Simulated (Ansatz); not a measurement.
A short molecular-dynamics run on the cluster CdO2⁻.

```yaml
crystal:
  periodic: [false, false, false]
  atoms:
    - {symbol: Cd, position_ang: [1.685973, -0.130486, -0.007767]}
    - {symbol: O, position_ang: [-0.903773, -0.599410, -0.006949]}
    - {symbol: O, position_ang: [-0.782200, 0.729895, 0.014717]}
basis:
  gaussian: {orbitals: def2-SVP}
total_charge: -1
magnetization: {spin_polarized: true, initial_magnetization: 1}
hamiltonian: {xc: {name: PBE}, dispersion: d3bjatm}
md: {timestep: 0.5 fs, n_steps: 15, ensemble: nvt_nose_hoover, temperature: 300, initial_velocities: maxwell_boltzmann, seed: 202}
scf: {omitted_lower_state_checks: [starts]}
```

```sh
$ ansatz run in.yaml --threads 4 --pin off --events-out ev --progress --plain --max-ram 3916MiB
```

```
step  time (fs)  potential energy (eV)  kinetic (eV)  T (K)  conserved (eV)
   0        0.0             -8649.0672        0.0388    300      -8649.0284
   1        0.5             -8649.0658        0.0374    289      -8649.0284
   2        1.0             -8649.0642        0.0358    277      -8649.0284
   3        1.5             -8649.0625        0.0341    264      -8649.0284
   4        2.0             -8649.0608        0.0324    251      -8649.0284
   5        2.5             -8649.0591        0.0307    237      -8649.0284
   6        3.0             -8649.0574        0.0290    224      -8649.0284
   7        3.5             -8649.0559        0.0275    212      -8649.0284
   8        4.0             -8649.0545        0.0261    202      -8649.0284
   9        4.5             -8649.0532        0.0249    192      -8649.0284
  10        5.0             -8649.0523        0.0239    185      -8649.0284
  11        5.5             -8649.0515        0.0231    179      -8649.0284
  12        6.0             -8649.0510        0.0226    175      -8649.0284
  13        6.5             -8649.0507        0.0223    173      -8649.0284
  14        7.0             -8649.0507        0.0223    173      -8649.0284
  15        7.5             -8649.0509        0.0225    174      -8649.0284
```

Velocities are drawn at the set temperature; a run this short doesn't reach equilibrium.

In the def2 sets Cd takes a core potential; there is no spin–orbit coupling. The highest occupied level of an anion often lies above zero with these methods, and sets without diffuse functions describe the outer electron poorly.

Frames (Å, forces in eV/Å):

```xyz
3
time=0.0 fs
Cd    1.686   -0.130   -0.008   -0.240    0.014    0.001
O    -0.904   -0.599   -0.007    0.161    0.333    0.005
O    -0.782    0.730    0.015    0.080   -0.347   -0.006
3
time=0.5 fs
Cd    1.686   -0.131   -0.008   -0.250    0.015    0.001
O    -0.905   -0.600   -0.007    0.172    0.422    0.006
O    -0.785    0.731    0.015    0.078   -0.437   -0.008
3
time=1.0 fs
Cd    1.687   -0.131   -0.008   -0.258    0.016    0.001
O    -0.906   -0.601   -0.007    0.182    0.504    0.008
O    -0.787    0.733    0.015    0.076   -0.520   -0.009
3
time=1.5 fs
Cd    1.687   -0.131   -0.008   -0.267    0.017    0.001
O    -0.907   -0.602   -0.007    0.192    0.580    0.009
O    -0.789    0.734    0.015    0.075   -0.598   -0.010
3
time=2.0 fs
Cd    1.688   -0.131   -0.008   -0.275    0.018    0.001
O    -0.908   -0.603   -0.007    0.200    0.649    0.010
O    -0.792    0.736    0.015    0.074   -0.667   -0.011
3
time=2.5 fs
Cd    1.688   -0.131   -0.008   -0.282    0.019    0.001
O    -0.909   -0.603   -0.007    0.208    0.710    0.011
O    -0.794    0.737    0.015    0.074   -0.729   -0.012
3
time=3.0 fs
Cd    1.689   -0.131   -0.008   -0.289    0.020    0.001
O    -0.910   -0.604   -0.007    0.214    0.763    0.012
O    -0.796    0.738    0.015    0.075   -0.783   -0.013
3
time=3.5 fs
Cd    1.689   -0.131   -0.008   -0.295    0.021    0.001
O    -0.911   -0.604   -0.007    0.219    0.807    0.013
O    -0.798    0.739    0.015    0.076   -0.828   -0.014
3
time=4.0 fs
Cd    1.690   -0.131   -0.008   -0.301    0.022    0.001
O    -0.911   -0.604   -0.007    0.224    0.842    0.013
O    -0.801    0.740    0.015    0.078   -0.865   -0.015
3
time=4.5 fs
Cd    1.690   -0.131   -0.008   -0.307    0.023    0.001
O    -0.912   -0.604   -0.007    0.227    0.869    0.014
O    -0.803    0.741    0.015    0.080   -0.892   -0.015
3
time=5.0 fs
Cd    1.691   -0.131   -0.008   -0.312    0.024    0.001
O    -0.913   -0.604   -0.007    0.229    0.886    0.014
O    -0.805    0.741    0.015    0.083   -0.910   -0.015
3
time=5.5 fs
Cd    1.691   -0.131   -0.008   -0.316    0.025    0.001
O    -0.914   -0.604   -0.007    0.230    0.894    0.014
O    -0.807    0.742    0.015    0.086   -0.919   -0.016
3
time=6.0 fs
Cd    1.691   -0.132   -0.008   -0.320    0.025    0.001
O    -0.914   -0.604   -0.007    0.230    0.893    0.014
O    -0.810    0.742    0.015    0.090   -0.919   -0.016
3
time=6.5 fs
Cd    1.692   -0.132   -0.008   -0.323    0.026    0.002
O    -0.915   -0.603   -0.007    0.229    0.883    0.014
O    -0.812    0.742    0.015    0.094   -0.909   -0.015
3
time=7.0 fs
Cd    1.692   -0.132   -0.008   -0.326    0.027    0.002
O    -0.916   -0.603   -0.007    0.228    0.864    0.014
O    -0.814    0.742    0.015    0.098   -0.890   -0.015
3
time=7.5 fs
Cd    1.693   -0.132   -0.008   -0.328    0.027    0.002
O    -0.916   -0.602   -0.007    0.225    0.835    0.013
O    -0.816    0.742    0.015    0.103   -0.862   -0.015
```

It took 7.5 s on 4 threads of Arm Neoverse V2 on a shared host.
